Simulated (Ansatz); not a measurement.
Q: Name a neutral molecule of C, Mo, N, O and H with HOMO energy (PBE0/def2-TZVPP) between -7.30 and -7.00 eV and HOMO energy (ωB97M-V/def2-TZVPP) between -9.45 and -9.15 eV (Ansatz, PBE0-D4/def2-TZVP geometry).

A: `C[O][Mo](=[NH])(=[NH])[NH2]` (-7.15 eV, -9.38 eV). Other molecules can fit too; these were computed, each in one conformer that needn't be the lowest.
